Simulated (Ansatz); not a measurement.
Ansatz (a quantum-chemistry and plane-wave program) input (HF/STO-3G):

Ansatz 0.2 input:
```yaml
crystal:
  periodic: [false, false, false]
  atoms:
    - {symbol: C, position_ang: [-1.11056998, 0.02553653, -0.04779558]}
    - {symbol: Si, position_ang: [0.64940984, -0.11713465, 0.02966460]}
    - {symbol: H, position_ang: [-1.69010245, 0.94834355, -0.08800704]}
    - {symbol: H, position_ang: [-1.74251990, -0.86510146, -0.05979506]}
    - {symbol: H, position_ang: [1.00430453, 1.40342380, 0.01927110]}
basis:
  gaussian:
    orbitals: STO-3G
hamiltonian:
  xc: {name: HF}
total_charge: -1
relax: {f_tol: 0.003, max_steps: 120}
```

Predict the final energy.

-324.45738 Eh.
